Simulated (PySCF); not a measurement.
## How methods differ on the ionisation energy of Hf⁷⁰⁺

Hf⁷⁰⁺ 1s2 → Hf⁷¹⁺ 1s1 [1s1/2^1, M_J = 1/2], as a difference of total energies. Computed with PySCF 2.14 in an even-tempered Gaussian basis (15 s from 230 bohr⁻², ratio 2.4; 11 p from 300 bohr⁻², ratio 2.4; 3 d from 930 bohr⁻², ratio 2.6; 3 f from 1400 bohr⁻², ratio 2.6), with the two-component X2C-1e Hamiltonian. Correlated levels: nothing frozen; the 30 highest virtual spinors dropped. "Screened" scales the spin-orbit matrix elements by Boettger's factors to mimic the two-electron term; Breit and QED terms are absent.

```tsv
method	ionisation energy (eV)
GHF (screened spin-orbit)	74746.4
GMP2 (screened spin-orbit)	74748.3
GHF (bare spin-orbit)	74746.4
GMP2 (bare spin-orbit)	74748.3
```

For this ion Breit and QED terms and the two-electron picture change, all absent here, outweigh the correlation shift from GHF to GMP2.

For comparison: 74565.91 ± 0.16 eV (theoretical estimate listed by NIST; NIST Atomic Spectra Database, ionization energies).
